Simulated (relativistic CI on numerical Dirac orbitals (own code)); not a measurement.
V⁺ (3d4) in a crystal field

Calculated by Dirac-Coulomb-Breit CI, separate exchange-only KLI orbitals for each configuration, model QED, valence Slater integrals scaled by 0.75, one configuration in a parametric crystal field (own radial code).

Field parameters in Wybourne normalisation: D3d B²₀ = −7Dσ, B⁴₀ = −14Dq − 21Dτ, B⁴₃ = −14√(10/7) Dq; D4h B²₀ = −7Ds, B⁴₀ = 21(Dq − Dt), B⁴₄ = 21√(5/14) Dq; Oh B⁴₀ = 21Dq, B⁴₄ = √(5/14) B⁴₀; Td as Oh with Dq negative (B⁴₀ = 21Dq, B⁴₄ = √(5/14) B⁴₀). The field is a parameter set, without covalency.

S is read from ⟨S²⟩ = S(S + 1).

Powder χT (cm³ K mol⁻¹) by Van Vleck's formula, with temperature-independent terms:

| Field | 2 K | 5 K | 10 K | 20 K | 50 K | 100 K | 200 K | 300 K |
| --- | --- | --- | --- | --- | --- | --- | --- | --- |
| D3d, 10Dq = 18800, Dσ = -240, Dτ = -120 cm⁻¹ | 0.384 | 0.835 | 1.15 | 1.35 | 1.47 | 1.41 | 1.35 | 1.34 |
| D4h, 10Dq = 6050, Ds = 2380, Dt = 710 cm⁻¹ | 2.66 | 2.89 | 2.94 | 2.95 | 2.96 | 2.97 | 2.99 | 3 |
| D4h, 10Dq = 11950, Ds = -1260, Dt = 140 cm⁻¹ | 2.23 | 2.72 | 2.88 | 2.95 | 2.97 | 2.98 | 2.99 | 3 |
| Oh, 10Dq = 4300 cm⁻¹ | 2.21 | 2.74 | 2.87 | 2.91 | 2.93 | 2.95 | 2.97 | 3 |
| Oh, 10Dq = 8550 cm⁻¹ | 2.26 | 2.79 | 2.91 | 2.95 | 2.97 | 2.98 | 2.99 | 3 |
| Oh, 10Dq = 16050 cm⁻¹ | 0.102 | 0.255 | 0.509 | 0.988 | 1.63 | 1.69 | 1.57 | 1.52 |
| Td, 10Dq = -4100 cm⁻¹ | 0.831 | 1.36 | 1.54 | 1.69 | 2.04 | 2.45 | 2.82 | 2.97 |
| Td, 10Dq = -4700 cm⁻¹ | 0.865 | 1.38 | 1.55 | 1.7 | 2.05 | 2.46 | 2.82 | 2.97 |

For D4h, 10Dq = 11950, Ds = -1260, Dt = 140 cm⁻¹: what effective moment follows at 300 K?

μ_eff = √(8χT) = 4.90 μB. The ground level has S = 2.00; the spin-only moment for S = 2 is 4.90 μB. The difference comes from the orbital moment, spin-orbit mixing of terms and temperature-independent paramagnetism, all larger in this ionic model than in covalent complexes.
